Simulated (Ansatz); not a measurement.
`[NH2][GeH]([OH])[F]` + H₂ → `[NH2][GeH2][F]` + H₂O at 700 K and 1 bar (hydrogenolysis of a Ge–O bond).

Calculated with Ansatz (gas phase, PBE0-D4/def2-TZVP geometries, no zero-point term in ΔE). CBS: MP2 limit from def2 TZ/QZ plus the TZ coupled-cluster correction, frozen cores. This one scheme is used for every species. For Ge outer-core shells are correlated without core-valence functions, which leaves a few kJ/mol of doubt a bond. Scalar relativity is left out up to krypton. Each species was taken in one conformer, which may not be the lowest.

```csv
species,CCSD(T)/CBS energy (Eh),H − E (kJ/mol),S (J/(mol·K))
`[NH2][GeH]([OH])[F]`,-2308.27492,198.9,427.5
H₂,-1.17544,46.8,155.3
`[NH2][GeH2][F]`,-2233.06137,170.6,376.2
H₂O,-76.37941,80.5,218.4
```

H − E and S are ideal-gas, rigid-rotor, harmonic terms from PBE0-D4/def2-TZVP, for one conformer and one mirror image of each species. The MP2-based limit puts H₂ 0.8 mEh under its directly extrapolated value; such offsets cancel only in part. 1 Eh = 2625.50 kJ/mol, R = 8.31446 J/(mol·K).

**Question.** By hand: ΔE, ΔH, ΔS and ΔG.

**Answer.** ΔE = (-2233.06137) + (-76.37941) − (-2308.27492) − (-1.17544) = 0.00958 Eh = 25.2 kJ/mol. Δ(H − E) = 170.6 + 80.5 − 198.9 − 46.8 = 5.4, so ΔH = 30.6 kJ/mol. ΔS = 376.2 + 218.4 − 427.5 − 155.3 = 11.8 J/(mol·K). ΔG = 30.6 − 700 × (11.8)/1000 = 22.3 kJ/mol.

**Question.** By hand: the equilibrium constant, and the temperature at which ΔG would vanish if ΔH and ΔS stayed fixed.

**Answer.** log₁₀ K = −ΔG/(RT ln 10) = -1.7. ΔG = 0 at ΔH/ΔS = 2593 K, far beyond where these terms or the molecules hold.

The number of gas molecules stays the same, so ΔS is small and ΔH decides. A doubt of 5 kJ/mol in ΔE shifts log₁₀ K by 0.4 here. Other conformers and mirror images would add mixing entropy, several J/(mol·K) or more a flexible species. These are equilibria of isolated gas molecules and say nothing of rates. Largest T1 diagnostic: 0.012 (customary marks: 0.02 for closed shells, 0.045 for open ones).
